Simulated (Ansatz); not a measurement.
Isolated molecules relaxed with PBE0-D4/def2-TZVP in Ansatz; ΔE leaves out vibrations. CBS: MP2 limit from def2 TZ/QZ plus the TZ coupled-cluster correction, frozen cores. Functionals use def2-TZVPP. Elements past krypton have def2 core potentials. For Ga, I outer-core shells are correlated without core-valence functions, which leaves a few kJ/mol of doubt a bond. Scalar relativity is left out up to krypton. One conformer a species, not always the lowest.

Reaction (redistribution): `F[CH2][GaH][I]` + `C[SiH](O)F` → `[CH3][GaH][CH2]F` + `O[SiH](F)I`

| level | ΔE (kJ/mol) |
| --- | --- |
| PBE0-D4 | 76.0 |
| ωB97M-V | 75.0 |

Task: What does CCSD(T)/CBS give? (Estimate.)

Result: Ansatz gave: +72.8 kJ/mol. The listed levels differ from it by 3.2, 2.2 kJ/mol.

Largest T1 diagnostic among the species: 0.012.

In def2-TZVPP, CCSD(T) changes the Hartree–Fock value by −16.1 kJ/mol (the triples alone add −1.6 kJ/mol) and MP2 by −18.7 kJ/mol. From PBE to PBE0 (25 % exact exchange), in def2-TZVPP and without D4, ΔE moves by +4.1 kJ/mol.

CCSD(T)/CBS has its own doubt, a few kJ/mol and more with outer-core shells, so smaller differences from it don't rank the levels.
